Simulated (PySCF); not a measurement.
**Computed properties of Si(Cl)(Me)(SiH3)2 (CH₉ClSi₃), SMILES [SiH3][Si](Cl)([SiH3])C**

Si(Cl)(Me)(SiH3)2 (CH9ClSi3), SMILES C[Si]([SiH3])([SiH3])Cl. Geometry: PBE0-D3(BJ)/def2-SVP. One conformer was computed; it need not be the lowest. All values are computed for the isolated molecule unless a solvent is named; none is compared with measurement here.

**Structure.** The optimised structure has Cs symmetry. All 36 harmonic modes at PBE0-D3(BJ)/def2-SVP (PySCF) are real, so it is a minimum. With heavy atoms numbered as in [CH3:1][Si:2]([SiH3:3])([SiH3:4])[Cl:5], the shortest bond between them is C1–Si2 at 1.877 Å and the longest Si2–Si3 at 2.344 Å.

**Vibrations.** The strongest infrared lines (harmonic, unscaled, degenerate partners summed) lie at 855 cm⁻¹ (234 km/mol, H 85 %, Si 12 %), 793 cm⁻¹ (192 km/mol, H 78 %, C 15 %), 2239 cm⁻¹ (134 km/mol, H 96 %). The softest mode is at 85 cm⁻¹ and the zero-point energy is 55.8 kcal/mol.

**Electronic structure.** M06-2X/def2-TZVP (PySCF) places the frontier levels at -8.57 and 0.19 eV, a gap of 8.76 eV, and gives a dipole moment of 1.85 D and a mean polarisability of 110.9 bohr³. PBE/def2-TZVP (PySCF) at the same geometry gives -6.50 and -1.48 eV, so its gap is 3.74 eV narrower. An orbital gap is neither the optical nor the fundamental gap.

**Excitations.** TDDFT-PBE0/def2-SVPD (PySCF) has S1 at 5.71 eV (217 nm, f = 0.002, weak); the most intense of the 10 singlets computed lies at 7.05 eV (f = 0.33). T1 (TDA) is at 5.06 eV. TDDFT-PBE/def2-SVPD (PySCF) puts S1 at 5.29 eV. No vertical singlet excitation falls in the visible range (under 3.1 eV).

**NMR.** GIAO shifts at PBE0/pcSseg-1 (PySCF) (non-relativistic, atoms alike by connectivity averaged): ¹³C at 5.8 ppm against TMS; ¹H from 1.1 to 3.9 ppm against TMS; ²⁹Si from -98.2 to 20.1 ppm against TMS. Without spin–orbit terms, shifts of atoms bonded to Cl or Br come out too high.

**Solvation.** SMD-ωB97X/6-31G* (PySCF) gives 2.2 kcal/mol in water, -3.4 kcal/mol in acetone, -2.5 kcal/mol in n-hexane (1 M in both phases, gas-phase geometry); of these solvents acetone holds the molecule best.
